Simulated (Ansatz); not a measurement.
One change: `C[S][AlH][CH2]F` becomes `C[S][AlH2]`.

Ansatz, PBE0-D4/def2-TZVP geometries, multiplicity 1. Each molecule was computed in one conformer, which needn't be the lowest.

| property | `C[S][AlH][CH2]F` |
| --- | --- |
| HOMO energy (PBE/def2-TZVPP) / eV | -6.07 |
| HOMO energy (PBE0/def2-TZVPP) / eV | -7.22 |
| HOMO energy (B3LYP/def2-TZVPP) / eV | -6.98 |
| size of the dipole moment (B3LYP/def2-TZVPP) / D | 0.94 |
| size of the dipole moment (PBE/def2-TZVPP) / D | 0.94 |
| LUMO energy (PBE/def2-TZVPP) / eV | -1.78 |

Task: Give the same properties after the change, and the shifts. (An estimate is asked.)

Result: Ansatz gave: 
```tsv
property	`C[S][AlH2]`	shift
HOMO energy (PBE/def2-TZVPP) / eV	-6.09	-0.02
HOMO energy (PBE0/def2-TZVPP) / eV	-7.22	0.00
HOMO energy (B3LYP/def2-TZVPP) / eV	-6.98	0.00
size of the dipole moment (B3LYP/def2-TZVPP) / D	1.41	0.47
size of the dipole moment (PBE/def2-TZVPP) / D	1.43	0.49
LUMO energy (PBE/def2-TZVPP) / eV	-2.02	-0.24
```

Dipoles are sizes alone; their direction can turn.

B3LYP here is the variant with VWN-RPA as its local correlation; programs differ in this.
